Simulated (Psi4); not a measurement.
thionyl fluoride (F2OS), singlet, at a GFN2-xTB geometry, with bond 4-2 at 3.0 times its length; Psi4 1.11 with HF/3-21G.

The Psi4 input:
```
memory 2 GB

molecule {
0 1
  O     1.36431422   -0.14953623   -0.37776966
  S     0.20253837   -0.00630885    0.40783444
  F    -0.66691673    1.26541662   -0.23549748
  F    -3.12270240   -3.35122167   -1.27690766
}

set basis 3-21g
set reference uhf
set stability_analysis follow
set scf_type pk

energy('scf')
print_variables()
```

It wrote (shortened):

```
   => Loading Basis Set <=

    Name: 3-21G
    Role: ORBITAL
    Keyword: BASIS

         ---------------------------------------------------------
                                   SCF
               by Justin Turney, Rob Parrish, Andy Simmonett
                          and Daniel G. A. Smith
                              UHF Reference
         ---------------------------------------------------------

  ==> Geometry <==

    Molecular point group: c1
    Full point group: C1

    Geometry (in Angstrom), charge = 0, multiplicity = 1:

       Center              X                  Y                   Z               Mass
    ------------   -----------------  -----------------  -----------------  -----------------
         O            1.872656748211     0.341606499403    -0.124914780362    15.994914619570
         S            0.710880898211     0.484833879403     0.660689319638    31.972071174400
         F           -0.158574201789     1.756559349403     0.017357399638    18.998403162730
         F           -2.614359871789    -2.860078940597    -1.024052780362    18.998403162730

  Running in c1 symmetry.

  Rotational constants: A =      0.25527  B =      0.04157  C =      0.03757 [cm^-1]
  Rotational constants: A =   7652.70213  B =   1246.35774  C =   1126.26524 [MHz]
  Nuclear repulsion =  139.133092468183008

  Charge       = 0
  Multiplicity = 1
  Electrons    = 42
  Nalpha       = 21
  Nbeta        = 21

  ==> Algorithm <==

  SCF Algorithm Type is PK.
  DIIS enabled.
  MOM disabled.
  Fractional occupation disabled.
  Guess Type is SAD.
  Energy threshold   = 1.00e-06
  Density threshold  = 1.00e-06
  Integral threshold = 1.00e-12

  ==> Primary Basis <==

  Basis Set: 3-21G
    Blend: 3-21G
    Number of shells: 22
    Number of basis functions: 40
    Number of Cartesian functions: 40
    Spherical Harmonics?: false
    Max angular momentum: 1

  ==> Integral Setup <==

  Using in-core PK algorithm.
   Calculation information:
      Number of atoms:                   4
      Number of AO shells:              22
      Number of primitives:             42
      Number of atomic orbitals:        40
      Number of basis functions:        40

      Integral cutoff                 1.00e-12
      Number of threads:                 1

  Performing in-core PK
  Using 673220 doubles for integral storage.
  We computed 15654 shell quartets total.
  Whereas there are 32131 unique shell quartets.

  ==> DiskJK: Disk-Based J/K Matrices <==

    J tasked:                  Yes
    K tasked:                  Yes
    wK tasked:                  No
    Schwarz Cutoff:          1E-12

  Minimum eigenvalue in the overlap matrix is 7.3328688870E-02.
  Reciprocal condition number of the overlap matrix is 2.5071675765E-02.
    Using symmetric orthogonalization.

  ==> Pre-Iterations <==

  SCF Guess: Superposition of Atomic Densities via on-the-fly atomic UHF (no occupation information).

   -------------------------
    Irrep   Nso     Nmo
   -------------------------
     A         40      40
   -------------------------
    Total      40      40
   -------------------------

  ==> Iterations <==

                        Total Energy        Delta E     RMS |[F,P]|

   @UHF iter SAD:  -666.67238993245530   -6.66672e+02   0.00000e+00
   @UHF iter   1:  -667.06908039179791   -3.96690e-01   1.71684e-02 DIIS/ADIIS
   @UHF iter   2:  -653.37209765783837    1.36970e+01   5.09854e-02 DIIS/ADIIS
   @UHF iter   3:  -667.19063333033637   -1.38185e+01   1.19379e-02 DIIS/ADIIS
   @UHF iter   4:  -667.23009794156690   -3.94646e-02   8.43221e-03 DIIS/ADIIS
   @UHF iter   5:  -667.25396882285042   -2.38709e-02   4.97746e-03 DIIS/ADIIS
   @UHF iter   6:  -666.64972763674780    6.04241e-01   2.54109e-02 DIIS/ADIIS
   @UHF iter   7:  -666.71292864101815   -6.32010e-02   2.28474e-02 DIIS/ADIIS
   @UHF iter   8:  -667.24567878313383   -5.32750e-01   6.74684e-03 DIIS/ADIIS
   @UHF iter   9:  -667.23154370360226    1.41351e-02   8.93265e-03 DIIS/ADIIS
[...]
   @UHF iter  69:  -667.34242551907960   -1.22177e-04   5.51886e-04 DIIS/ADIIS
   @UHF iter  70:  -667.34276867693643   -3.43158e-04   1.89191e-04 DIIS/ADIIS
   @UHF iter  71:  -667.34273640097808    3.22760e-05   2.74346e-04 DIIS/ADIIS
   @UHF iter  72:  -667.34275050562485   -1.41046e-05   1.23860e-04 DIIS/ADIIS
   @UHF iter  73:  -667.34272734816659    2.31575e-05   3.11538e-04 DIIS/ADIIS
   @UHF iter  74:  -667.34280951834944   -8.21702e-05   1.39088e-04 DIIS/ADIIS
   @UHF iter  75:  -667.34262381065525    1.85708e-04   3.91640e-04 DIIS/ADIIS
   @UHF iter  76:  -667.34276325526798   -1.39445e-04   1.71841e-04 DIIS/ADIIS
   @UHF iter  77:  -667.26062025292390    8.21430e-02   8.84645e-03 DIIS/ADIIS
   @UHF iter  78:  -667.33943452569463   -7.88143e-02   1.77503e-03 DIIS/ADIIS
   @UHF iter  79:  -667.32761474701545    1.18198e-02   3.82835e-03 DIIS/ADIIS
   @UHF iter  80:  -667.32398072750652    3.63402e-03   4.26629e-03 DIIS/ADIIS
   @UHF iter  81:  -667.32085231656367    3.12841e-03   4.60734e-03 DIIS/ADIIS
   @UHF iter  82:  -667.31517740842742    5.67491e-03   5.17185e-03 DIIS/ADIIS
   @UHF iter  83:  -667.31522840409764   -5.09957e-05   5.16690e-03 DIIS/ADIIS
   @UHF iter  84:  -667.30087040887986    1.43580e-02   6.36507e-03 DIIS/ADIIS
   @UHF iter  85:  -667.34280523232883   -4.19348e-02   2.05140e-05 DIIS
   @UHF iter  86:  -667.34280465075051    5.81578e-07   9.55509e-06 DIIS
   @UHF iter  87:  -667.34280509526138   -4.44511e-07   1.25907e-05 DIIS
   @UHF iter  88:  -667.34280204251422    3.05275e-06   2.49908e-05 DIIS
   @UHF iter  89:  -667.34280153166742    5.10847e-07   1.25008e-05 DIIS
   @UHF iter  90:  -667.34280812447150   -6.59280e-06   9.93939e-06 DIIS
   @UHF iter  91:  -667.34281187009492   -3.74562e-06   1.40323e-04 DIIS/ADIIS
   @UHF iter  92:  -667.34277872448422    3.31456e-05   2.54552e-04 DIIS/ADIIS
   @UHF iter  93:  -667.34279044914115   -1.17247e-05   2.30183e-04 DIIS/ADIIS
   @UHF iter  94:  -667.34286743276266   -7.69836e-05   5.32063e-05 DIIS
   @UHF iter  95:  -667.34276565688060    1.01776e-04   3.48228e-04 DIIS/ADIIS
   @UHF iter  96:  -667.34272465754793    4.09993e-05   4.08473e-04 DIIS/ADIIS
   @UHF iter  97:  -667.34250869367474    2.15964e-04   6.14012e-04 DIIS/ADIIS
   @UHF iter  98:  -667.34250187011901    6.82356e-06   5.10711e-04 DIIS/ADIIS
   @UHF iter  99:  -667.34251451964019   -1.26495e-05   5.79307e-04 DIIS/ADIIS
   @UHF iter 100:  -667.34260530506958   -9.07854e-05   5.06984e-04 DIIS/ADIIS

PsiException: Could not converge SCF iterations in 100 iterations.

  Failed to converge.

Traceback (most recent call last):
  File "psi4", line 375, in <module>
  File "<string>", line 27, in <module>
  File "site-packages/psi4/driver/driver.py", line 533, in energy
  File "site-packages/psi4/driver/procrouting/proc.py", line 2760, in run_scf
  File "site-packages/psi4/driver/procrouting/proc.py", line 2047, in scf_helper
  File "site-packages/psi4/driver/procrouting/scf_proc/scf_iterator.py", line 93, in scf_compute_energy
  File "site-packages/psi4/driver/procrouting/scf_proc/scf_iterator.py", line 86, in scf_compute_energy
  File "site-packages/psi4/driver/procrouting/scf_proc/scf_iterator.py", line 609, in scf_iterate

psi4.driver.p4util.exceptions.SCFConvergenceError: Could not converge SCF iterations in 100 iterations.

Printing out the relevant lines from the Psithon --> Python processed input file:
    core.IO.set_default_namespace("")
    core.set_global_option("BASIS", "3-21g")
    core.set_global_option("REFERENCE", "uhf")
    core.set_global_option("STABILITY_ANALYSIS", "follow")
    core.set_global_option("SCF_TYPE", "pk")
--> energy('scf')
    print_variables()

!-------------------------------------------------------!
!                                                       !
!  Could not converge SCF iterations in 100 iterations. !
!                                                       !
!-------------------------------------------------------!
```

The run did not converge; its last values are not results.
